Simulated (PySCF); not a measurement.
## Basis-set dependence of RbS at PBE0

PySCF, UKS reference; doublet, unpaired electrons π ↑; De to Rb + S without counterpoise correction.

| basis | relativity | functions | Re (Å) | ωe (cm⁻¹) | De (eV) | μ (D) |
| --- | --- | --- | --- | --- | --- | --- |
| def2-SVP | scalar-relativistic core potentials | 42 | 2.974 | 222 | 2.52 | -10.23 |
| def2-SVPD | scalar-relativistic core potentials | 54 | 3.007 | 208 | 2.63 | -11.01 |
| x2c-TZVPall | spin-free X2C | 100 | 2.926 | 217 | 2.66 | -10.19 |
| x2c-TZVPPall | spin-free X2C | 121 | 2.927 | 217 | 2.67 | -10.17 |

(1) How does each smaller set differ from the one with most functions, x2c-TZVPPall?

A positive dipole means Rb(−)S(+). Spin–orbit coupling is left out. The state was picked by a PBE0 search and need not be the measured ground state.

Results:

(1) def2-SVP: +4.7 pm, +2.3 % in ωe, -0.15 eV in De; def2-SVPD: +8.0 pm, -4.1 % in ωe, -0.04 eV in De; x2c-TZVPall: -0.1 pm, +0.0 % in ωe, -0.01 eV in De. All at PBE0; the set with most functions is neither the basis-set limit nor always the best. The rows treat relativity differently, so the differences are not basis effects alone.
